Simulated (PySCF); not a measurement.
Working out the ionisation energy of Bi

Bi [Xe] 4f14 5d10 6s2 6p3 (4S) → Bi⁺ [Xe] 4f14 5d10 6s2 6p2 (3P). Calculation: PySCF 2.14, in def2-TZVPPD with the def2 core potential (60 electrons); a scalar-relativistic core potential. Frozen: 5s2 5p6 5d10. Energies in hartree (1 hartree = 27.21139 eV):

```tsv
part	Bi (lower)	Bi⁺ (upper)
UHF	-213.593796	-213.291969
CCSD correlation	-0.061109	-0.048305
(T)	-0.001711	-0.000914
```

**Question.** What does Hartree-Fock give?

**Answer.** (-213.291969) − (-213.593796) = 0.301827 hartree = 8.213 eV.

**Question.** What do CCSD and CCSD(T) give?

**Answer.** The CCSD correlation energies differ by 0.012804 hartree = 0.348 eV and the triples by 0.000797 hartree = 0.022 eV, so CCSD gives 8.561 eV and CCSD(T) 8.583 eV.

Reference: 7.286 eV (measured; NIST Atomic Spectra Database, ionization energies), between the lowest levels; spin-orbit coupling is absent from the calculation.

What remains against the reference includes basis incompleteness, the frozen core and higher excitations.
